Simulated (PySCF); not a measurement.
Isomers of C4H7NSi, one GFN2-xTB conformer each. Single-point energies are computed at PBE0/pcSseg-1 (PySCF, gas phase, no added dispersion term), electronic only.

Problem. Rank them by PBE0/pcSseg-1 energy, lowest first (kcal/mol).
A. `[CH2:1]=[CH:2][CH2:3][SiH2:4][C:5]#[N:6]` with C1–C2–C3–Si4 106°, C2–C3–Si4–C5 179°
B. `N#CC1([SiH3])CC1`
C. `[CH:1]#[C:2][Si@@H:3]([CH3:4])[N:5]=[CH2:6]` with C2–Si3–N5–C6 122°

Solution. A (0.0), B (10.8), C (20.3).

As drawn, the lowest has a C≡N group and a C=C bond outside aromatic rings, which the highest lacks; the highest has a C≡C bond and a C=N bond, which the lowest lacks. GFN2-xTB itself gives, in the same order: 18.5, 0.0, 27.6. GFN2-xTB puts N#CC1([SiH3])CC1 lowest instead; measured from each level's own lowest isomer, the values differ by up to 18.5 kcal/mol (C=CC[SiH2]C#N: 18.5 against 0.0).

Problem. Which frontier levels, dipoles and rotational constants go with these structures?

Solution. 
```
          SMILES  HOMO (eV, PBE0/pcSseg-1)  LUMO (eV)  dipole (D)     A, B, C (MHz)
   C=CC[SiH2]C#N                     -7.70      -0.52        3.79  9850, 1179, 1126
N#CC1([SiH3])CC1                     -8.54       0.13        4.24  3603, 2649, 1768
C#C[Si@@H](C)N=C                     -6.98      -0.89        1.15  3700, 2134, 1496
```
